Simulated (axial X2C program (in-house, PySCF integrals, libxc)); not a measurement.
Nuclear properties of FeTe⁻

Computed with an axial X2C code built on PySCF integrals: two-component X2C with atomic mean-field Coulomb and Gaunt terms, Gaussian nuclei, basis Te dyall-acv3z, Fe dyall-acv3z with contracted cores.

R = 2.439 Å (near the PBE0 minimum at charge -1 of the determinant lowest at the starting distance; the state shown can have its own minimum elsewhere).

Determinant lowest in the PBE0 search, Ω = 5/2 (⟨Sz⟩ = 2.49, ⟨Lz⟩ = 0.01 at PBE0), spin on the atoms Te 0.22, Fe 2.28:

```csv
level,Eeff magnitude (GV/cm),Ws magnitude Te (kHz),Ws magnitude Fe (kHz),A∥/gI Te (MHz),qzz Te (a.u.),A∥/gI Fe (MHz),qzz Fe (a.u.)
PBE0,3.99,0.843,0.132,32.5,1.11,202,-3.37
HF,3.49,0.658,0.151,31,1.03,167,-3.77
BP86,4.03,0.918,0.0957,31.3,-0.19,192,-3.18
BHandHLYP,4.11,0.83,0.151,46.6,2.01,187,-3.43
B3LYP,4.04,0.871,0.125,47.5,1.03,197,-3.31
```

Eeff is the effective electric field on the electron electric dipole moment in this Ω state and Ws the scalar–pseudoscalar constant of the nucleus named (defined with the proton number Z and per Ω); A∥ (defined per Ω) follows by multiplying with gI = μI/(I μN); qzz is the electric field gradient, eQq0 = 234.96 MHz × Q/barn × qzz. The operators were transformed with the bare-nucleus X2C matrices; with these basis sets, hyperfine constants and field gradients can be off by tens of per cent, and where levels differ in sign neither size nor sign is settled.

Task: With gI(125Te) = -1.7770, gI(57Fe) = 0.1809 (g factors from the IAEA table of nuclear moments by Stone), turn the PBE0 values of the first state into constants in MHz.

Result: A∥(125Te) = 32.5 × -1.7770 = -57.8 MHz; A∥(57Fe) = 202 × 0.1809 = 36.5 MHz.

Each state is one determinant with collinear spin, which with several unpaired electrons need not be a pure state. Unrestricted Hartree–Fock can overshoot spin polarisation at the nuclei. For an anion, determinants above electron detachment, or with a positive highest level, are held by the basis set. This is the top spin component of a Σ state; components of lower Ω are not single determinants and can lie lower. With several open shells hyperfine constants can be off by a factor of several. At HF a later determinant lies lower. States lie within half an eV, so the first need not be the ground state. Further determinants of the search, some of them spin-mixed, are not shown. Where a field gradient or hyperfine factor spreads by more than a factor of two over the levels, a constant derived from it is not to be relied on.
